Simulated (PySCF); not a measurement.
## Correlation energy of Sc (scandium, neutral)

[Ar] 3d1 4s2, 2D determinant. Calculation: PySCF 2.14, in aug-cc-pVTZ-DK; the spin-free X2C one-electron Hamiltonian (Gaussian nucleus). Frozen: [Ar]; 3 electrons correlated.

| level | correlation energy (mhartree) |
| --- | --- |
| CCSD | -40.17 |
| (T) | -1.14 |
| CCSD(T) | -41.31 |

Diagnostics: T1 = 0.028, D1 = 0.0508, largest double amplitude 0.069.

Problem. Is a single reference adequate?

Solution. Yes: T1 lies below 0.03 and no double amplitude reaches 0.07.
